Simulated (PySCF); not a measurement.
## Orbital picture of CuBr

PW91 at R = 2.212 Å; Cu def2-TZVPPD, Br def2-TZVPPD; no relativity (PySCF 2.14). State: ¹Σ⁺ (singlet), closed shell. Only the outer orbitals are listed, counted within each symmetry.

```tsv
orbital	occ.	ε (eV)	on Cu (%)	main shells (%)
13σ	2	-8.62	46	51 Br p, 26 Cu d, 18 Cu s
6π	2	-7.40	59	58 Cu d, 41 Br p
6π	2	-7.40	59	58 Cu d, 41 Br p
2δ	2	-6.63	100	100 Cu d
2δ	2	-6.63	100	100 Cu d
14σ	2	-6.38	92	68 Cu d, 23 Cu s, 11 Br p
7π	2	-6.04	44	56 Br p, 41 Cu d
7π	2	-6.04	44	56 Br p, 41 Cu d
15σ	0	-4.03	98	82 Cu s, 12 Cu p, 10 Br p
8π	0	-0.85	100	98 Cu p
8π	0	-0.85	100	98 Cu p
```

Q: Which are the highest filled and the lowest empty level, where do they sit, and how wide is the gap?

A: Highest filled 7π at -6.04 eV (in %: 56 Br p, 41 Cu d); lowest empty 15σ at -4.03 eV (in %: 82 Cu s, 12 Cu p, 10 Br p); the gap at PW91 is 2.01 eV.

- bond order (Mayer): 1.25
- ⟨S²⟩: 0.000
- charge on Cu (Mulliken, basis-dependent): -0.02
- charge on Cu (Löwdin, basis-dependent): 0.00
- dipole moment (positive dipole means Cu(−)Br(+)): -4.26 D
